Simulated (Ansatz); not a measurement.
**A basis-limit estimate, worked out**

An elementary step of SiN2H5Cl, closed shell (SiN₂H₅Cl ([NH2][SiH]([NH2])[Cl]) → SiNH₂Cl ([NH][SiH][Cl]) + NH₃ (still joined by a long Si–N bond); bonds formed: N2–H4; bonds broken: N3–H4; bonds weakened to dative contacts: Si1–N2). “Start” is the structure reached by relaxing down from the saddle towards the reactants; PBE0-D4/def2-TZVP structures. The saddle:

```csv
atom,x (Å),y (Å),z (Å)
Si1,-0.3275,-0.7045,0.1395
N2,0.1651,1.0504,0.4589
N3,0.0915,-0.3949,-1.4080
H4,0.3963,0.8450,-0.7058
H5,-1.7045,-0.9234,0.6401
Cl6,0.8334,-1.8617,1.4089
H7,0.9604,1.2163,1.0636
H8,-0.5617,1.7323,0.6393
H9,0.1470,-0.9595,-2.2365
```

Ansatz 0.2.0; basis: def2-TZVPP and def2-QZVPP; cores frozen in the correlated methods.

Energies in eV:

| quantity | saddle | start |
| --- | --- | --- |
| Hartree–Fock, triple zeta (X = 3) | -23411.15166 | -23414.03264 |
| Hartree–Fock, quadruple zeta (X = 4) | -23411.90984 | -23414.79673 |
| MP2 correlation, X = 3 | -20.79630 | -20.15193 |
| MP2 correlation, X = 4 | -22.46760 | -21.81787 |
| CCSD(T) correlation, X = 3 | -22.64303 | -22.05824 |

(1) Work out the barrier at the basis limit: extrapolate Hartree–Fock as E(X) = E∞ + A exp(−7.88 √X) and the MP2 correlation as E(X) = E∞ + B X^−2.97 (the exponents that Neese and Valeev fitted for def2-TZVPP and QZVPP), then add CCSD(T) − MP2 in triple zeta.

The T1 diagnostic stays at or below 0.014.

Answers

(1) Each step is linear, so take the differences first (saddle − start): Hartree–Fock 2.88098 (X = 3) and 2.88689 (X = 4); MP2 correlation -0.64437 and -0.64973; CCSD(T) correlation -0.58479.
Two points give E∞ = E(4) + w [E(4) − E(3)], with w = 1/(exp(7.88 (2 − √3)) − 1) = 0.1377 for Hartree–Fock and w = 1/((4/3)^2.97 − 1) = 0.7407 for the correlation.
Hartree–Fock: 2.88689 + 0.1377 × 0.00591 = 2.8877 eV.
MP2 correlation: -0.64973 + 0.7407 × (-0.00536) = -0.6537 eV.
CCSD(T) − MP2: -0.58479 − (-0.64437) = 0.0596 eV.
Sum: 2.8877 + (-0.6537) + 0.0596 = 2.2936 eV, or 52.89 kcal/mol. Plain CCSD(T) in triple zeta gives 2.2962 eV, so the larger basis shifts the result by -0.0026 eV.

Labels in which every atom is bracketed show which atoms are joined, not bond orders.

For scale, one of the runs: CCSD(T)/def2-TZVPP, 216 basis functions, launched by `ansatz run in.yaml --threads 4 --pin off --events-out ev --progress --plain --max-ram 9574MiB`. The run took 110 s on 4 CPU threads of an AMD EPYC (shared host), with 3.1 GiB of host memory at its peak.
